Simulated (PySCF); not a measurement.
A structure optimised at B3LYP-D3(BJ)/def2-SVP, used in a PySCF frequency run:

```xyz
6

Ga    -0.4139    -0.8894     0.0000
H     -1.8971    -1.3450     0.0000
Br     0.1341     1.3588     0.0000
N      1.0151    -1.9959     0.0000
H      1.9737    -1.6636     0.0000
H      0.9551    -3.0085     0.0000
```
Charge 0, spin multiplicity 1.

Write its SMILES, formula and point group.

[NH2][GaH][Br], BrGaH3N, Cs

What are its rotational constants (standard atomic weights)?

14.064, 1.8609, 1.6434 GHz
